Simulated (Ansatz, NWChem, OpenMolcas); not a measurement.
**Worked example: Te(CH3)2 → CH3Te + CH3**

Gas-phase species: Te(CH3)2 (dimethyl telluride), singlet; CH3Te `C[Te]`, doublet; CH3 (methyl radical) `[CH3]`, doublet. The bond broken is the one whose loss leaves CH3Te `C[Te]`, relaxed to its own shape; its unpaired electron may spread away from that site.

Shapes, held fixed at every level: PBE0-D4/def2-TZVP. Programs: Ansatz 0.2.0, NWChem 7.3.0, OpenMolcas 26.06. A level may come from different programs for different species; with the same settings they agree closely. The zero-point and thermal change to 298 K, harmonic and unscaled (PBE0-D4/def2-TZVP), is -17.6 kJ/mol.

At CCSD(T)/def2-TZVPP; 1 Eh = 2625.50 kJ/mol:

```
 species  energy (Eh)
Te(CH3)2  -347.114654
   CH3Te  -307.255345
     CH3   -39.761719
```

Work out ΔH(298 K) of the reaction at this level.


1. Products less reactants: (-307.255345) + (-39.761719) − [(-347.114654)] = 0.097590 Eh = +256.2 kJ/mol.
2. With the thermal change: +256.2 + (-17.6) = +238.6 kJ/mol.

Other levels give +215.8 (BHLYP-D4/def2-TZVPP) to +255.5 kJ/mol (MP2/def2-TZVPP). No measured value is set beside it here. Open shells run unrestricted. For atoms past krypton def2 sets carry core potentials with scalar relativity. Outer-core shells of Te are correlated, in sets that cover them unevenly.
